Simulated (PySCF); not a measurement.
Molfile (atoms numbered from 1):
```
C6H8N2
     RDKit          3D

 16 15  0  0  0  0  0  0  0  0999 V2000
   -3.2686    1.4124    0.3004 N   0  0  0  0  0  0  0  0  0  0  0  0
   -2.6214    0.4695    0.1233 C   0  0  0  0  0  0  0  0  0  0  0  0
   -1.7623   -0.6916   -0.0827 C   0  0  0  0  0  0  0  0  0  0  0  0
   -0.3489   -0.4850    0.4663 C   0  0  0  0  0  0  0  0  0  0  0  0
    0.3871    0.6707   -0.1951 C   0  0  0  0  0  0  0  0  0  0  0  0
    1.8005    0.8771    0.3540 C   0  0  0  0  0  0  0  0  0  0  0  0
    2.6598   -0.2837    0.1468 C   0  0  0  0  0  0  0  0  0  0  0  0
    3.3074   -1.2261   -0.0314 N   0  0  0  0  0  0  0  0  0  0  0  0
   -1.7300   -0.9060   -1.1639 H   0  0  0  0  0  0  0  0  0  0  0  0
   -2.2382   -1.5621    0.3955 H   0  0  0  0  0  0  0  0  0  0  0  0
    0.2134   -1.4213    0.3207 H   0  0  0  0  0  0  0  0  0  0  0  0
   -0.4042   -0.3182    1.5549 H   0  0  0  0  0  0  0  0  0  0  0  0
   -0.1752    1.6071   -0.0495 H   0  0  0  0  0  0  0  0  0  0  0  0
    0.4423    0.5038   -1.2837 H   0  0  0  0  0  0  0  0  0  0  0  0
    2.2762    1.7482   -0.1234 H   0  0  0  0  0  0  0  0  0  0  0  0
    1.7682    1.0904    1.4354 H   0  0  0  0  0  0  0  0  0  0  0  0
  1  2  3  0
  2  3  1  0
  3  4  1  0
  4  5  1  0
  5  6  1  0
  6  7  1  0
  7  8  3  0
  3  9  1  0
  3 10  1  0
  4 11  1  0
  4 12  1  0
  5 13  1  0
  5 14  1  0
  6 15  1  0
  6 16  1  0
M  END
```

Geometry: PBE0-D3(BJ)/def2-SVP; GIAO absolute shieldings from PySCF, gas phase, non-relativistic, averaged over equivalent atoms.

At KT2/pcSseg-1 (176 basis functions, 32 s wall time on 1 thread of an x86-64 server CPU, shared host):
```json
{"atoms": "N1/N8", "σ (ppm)": "-20.8"}
{"atoms": "C2/C7", "σ (ppm)": "71.8"}
{"atoms": "C4/C5", "σ (ppm)": "154.4"}
{"atoms": "C3/C6", "σ (ppm)": "163.6"}
{"atoms": "H9/H10/H15/H16", "σ (ppm)": "28.87"}
{"atoms": "H11/H12/H13/H14", "σ (ppm)": "29.56"}
```

Q: Estimate the result of repeating the calculation with PBE0/pcSseg-1.

A: 
| atoms | σ at PBE0/pcSseg-1 | change |
| --- | --- | --- |
| N1/N8 | -41.6 | -20.8 |
| C2/C7 | 60.5 | -11.3 |
| C4/C5 | 157.5 | +3.1 |
| C3/C6 | 166.2 | +2.6 |
| H9/H10/H15/H16 | 29.08 | +0.21 |
| H11/H12/H13/H14 | 29.69 | +0.13 |

The largest change is at N1/N8 (nitrile nitrogen). Cost: 176 basis functions, 23 s wall time on 1 thread of an x86-64 server CPU, shared host. The order of the carbon signals is the same at both levels.
